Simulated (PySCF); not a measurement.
**C3H6NSi2: g tensor and hyperfine couplings**

C₃H₆NSi₂ (doublet state).
Geometry (GFN2-xTB, Å), atoms numbered from 1 in this order:
```
atom  x, y, z in Å
N1     2.758   -1.393    0.166
C2     1.786   -0.835    0.417
C3     0.583   -0.157    0.686
Si4   -1.023   -1.079    0.083
C5    -1.372    0.545   -0.782
Si6    0.260    1.399   -0.441
H7     0.548    0.087    1.748
H8    -1.908   -1.486    1.179
H9    -0.731   -2.217   -0.786
H10   -2.326    0.987   -1.026
H11    1.185    1.484   -1.570
H12    0.240    2.664    0.300
```

As a line formula: `N#CC1[SiH2][CH][SiH2]1` [radical].

Method: PySCF 2.14.0, UKS B3LYP, pcH-1 on C H N Si, non-relativistic, mean-field spin-orbit, GIAO. One conformer (not necessarily the lowest) at the GFN2-xTB geometry, without solvent, vibrations or thermal averaging. A GFN2-xTB geometry isn't a minimum of the functional, and hyperfine couplings can be far from their values at a DFT geometry. Stability of the SCF solution: not tested.

- g1, g2, g3: 2.00241, 2.00271, 2.00286
- g_iso: 2.00266
- Form of g: rhombic: the two nearest values differ by 33 % of g3 − g1
- ⟨S²⟩: 0.7537 (exact 0.7500)
- α and β electrons: 30, 29
- HOMO–LUMO gap, α and β orbitals: 6.21, 4.17 eV
- Total energy: -751.61902 Eh
- Basis functions: 230

Hyperfine couplings atom by atom, in mT; T1 to T3 are the principal values of the dipolar part (MHz turned into mT with g_iso):

```json
{"atom": "N1", "isotope": "14N", "a_iso": "0.00", "of which spin–orbit": "0.00", "T1": "-0.01", "T2": "0.00", "T3": "0.01", "Mulliken spin population": "0.00"}
{"atom": "C2", "isotope": "13C", "a_iso": "0.28", "of which spin–orbit": "0.00", "T1": "-0.03", "T2": "-0.03", "T3": "0.05", "Mulliken spin population": "0.00"}
{"atom": "C3", "isotope": "13C", "a_iso": "0.60", "of which spin–orbit": "0.00", "T1": "-0.06", "T2": "-0.05", "T3": "0.11", "Mulliken spin population": "0.01"}
{"atom": "Si4", "isotope": "29Si", "a_iso": "1.48", "of which spin–orbit": "0.00", "T1": "-0.09", "T2": "-0.02", "T3": "0.11", "Mulliken spin population": "-0.04"}
{"atom": "C5", "isotope": "13C", "a_iso": "3.05", "of which spin–orbit": "0.00", "T1": "-2.53", "T2": "-2.47", "T3": "5.00", "Mulliken spin population": "0.98"}
{"atom": "Si6", "isotope": "29Si", "a_iso": "1.48", "of which spin–orbit": "0.00", "T1": "-0.09", "T2": "-0.02", "T3": "0.11", "Mulliken spin population": "-0.04"}
{"atom": "H7", "isotope": "1H", "a_iso": "-0.14", "of which spin–orbit": "0.00", "T1": "-0.08", "T2": "-0.08", "T3": "0.16", "Mulliken spin population": "0.00"}
{"atom": "H8", "isotope": "1H", "a_iso": "1.64", "of which spin–orbit": "0.00", "T1": "-0.10", "T2": "-0.07", "T3": "0.17", "Mulliken spin population": "0.02"}
{"atom": "H9", "isotope": "1H", "a_iso": "2.20", "of which spin–orbit": "0.00", "T1": "-0.11", "T2": "-0.06", "T3": "0.17", "Mulliken spin population": "0.03"}
{"atom": "H10", "isotope": "1H", "a_iso": "-1.92", "of which spin–orbit": "0.00", "T1": "-1.21", "T2": "-0.05", "T3": "1.26", "Mulliken spin population": "-0.03"}
{"atom": "H11", "isotope": "1H", "a_iso": "2.20", "of which spin–orbit": "0.00", "T1": "-0.11", "T2": "-0.06", "T3": "0.17", "Mulliken spin population": "0.03"}
{"atom": "H12", "isotope": "1H", "a_iso": "1.64", "of which spin–orbit": "0.00", "T1": "-0.10", "T2": "-0.07", "T3": "0.17", "Mulliken spin population": "0.02"}
```

The largest Mulliken spin population is on C5 (+0.98). The angles at C5 add up to 355.8°, so it is nearly planar; its axial dipolar tensor and the negative coupling of its proton fit spin in a p orbital normal to that plane.

Axes: g3 points within 3° of the C5–H10 bond.

Under fast tumbling the dipolar parts average out, and these isotropic splittings remain: 2 × 1H (H9/H11, I = 1/2, 3 lines) with 2.20 mT, 1 × 1H (H10, I = 1/2, 2 lines) with 1.92 mT, 2 × 1H (H8/H12, I = 1/2, 3 lines) with 1.64 mT and 1 × 1H (H7, I = 1/2, 2 lines) with 0.14 mT.

The 13C coupling of C5 (85.5 MHz) shows only in satellite lines or after enrichment, since that isotope makes up about 1.07 % of natural carbon.

The 29Si coupling of Si4/Si6 (mean 41.6 MHz) shows only in satellite lines or after enrichment, since that isotope makes up about 4.7 % of natural silicon.

On one thread, Arm Neoverse N1 (aarch64) (shared host), this took 81 s (grids of density and orbitals included) and 0.88 GiB of memory at its peak.
